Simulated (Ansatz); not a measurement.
CH6ClGeN (`[CH3][GeH]([NH2])[Cl]`) at its PBE0-D4/def2-TZVP geometry, where that method's forces vanish. Charge 0, multiplicity 1.

| atom | x (Å) | y (Å) | z (Å) |
| --- | --- | --- | --- |
| C1 | -1.0956 | 0.2664 | 0.9717 |
| Ge2 | 0.6294 | 0.1691 | 0.1022 |
| N3 | 0.5860 | -1.1009 | -1.2039 |
| Cl4 | 1.0202 | 2.1589 | -0.7119 |
| H5 | -1.8626 | 0.5182 | 0.2383 |
| H6 | -1.3357 | -0.6954 | 1.4268 |
| H7 | -1.0813 | 1.0386 | 1.7406 |
| H8 | 1.8255 | -0.1346 | 1.0127 |
| H9 | 1.4617 | -1.2414 | -1.6882 |
| H10 | -0.1477 | -0.9789 | -1.8885 |

Task: For each bond, give half the difference of the two atoms' forces along it (eV/Å; positive pushes the atoms apart) under PBE-D4, r2SCAN-D4, B3LYP-D4, ωB97M-V in def2-TZVPP. (Estimate.)

Result: Computed: 
```json
{"bond": "C1–Ge2", "length (Å)": "1.934", "PBE-D4": "0.01", "r2SCAN-D4": "0.02", "B3LYP-D4": "0.14", "ωB97M-V": "0.01"}
{"bond": "C1–H5", "length (Å)": "1.091", "PBE-D4": "0.10", "r2SCAN-D4": "-0.01", "B3LYP-D4": "-0.07", "ωB97M-V": "-0.04"}
{"bond": "C1–H6", "length (Å)": "1.091", "PBE-D4": "0.08", "r2SCAN-D4": "-0.02", "B3LYP-D4": "-0.08", "ωB97M-V": "-0.04"}
{"bond": "C1–H7", "length (Å)": "1.090", "PBE-D4": "0.10", "r2SCAN-D4": "-0.01", "B3LYP-D4": "-0.07", "ωB97M-V": "-0.04"}
{"bond": "Ge2–N3", "length (Å)": "1.822", "PBE-D4": "0.16", "r2SCAN-D4": "0.04", "B3LYP-D4": "0.17", "ωB97M-V": "0.06"}
{"bond": "Ge2–Cl4", "length (Å)": "2.185", "PBE-D4": "0.17", "r2SCAN-D4": "0.05", "B3LYP-D4": "0.21", "ωB97M-V": "0.02"}
{"bond": "Ge2–H8", "length (Å)": "1.534", "PBE-D4": "0.02", "r2SCAN-D4": "-0.07", "B3LYP-D4": "-0.12", "ωB97M-V": "-0.13"}
{"bond": "N3–H9", "length (Å)": "1.011", "PBE-D4": "0.20", "r2SCAN-D4": "0.03", "B3LYP-D4": "-0.05", "ωB97M-V": "-0.03"}
{"bond": "N3–H10", "length (Å)": "1.011", "PBE-D4": "0.21", "r2SCAN-D4": "0.02", "B3LYP-D4": "-0.05", "ωB97M-V": "-0.04"}
```

B3LYP here is the variant with VWN-RPA as its local correlation; programs differ in this.
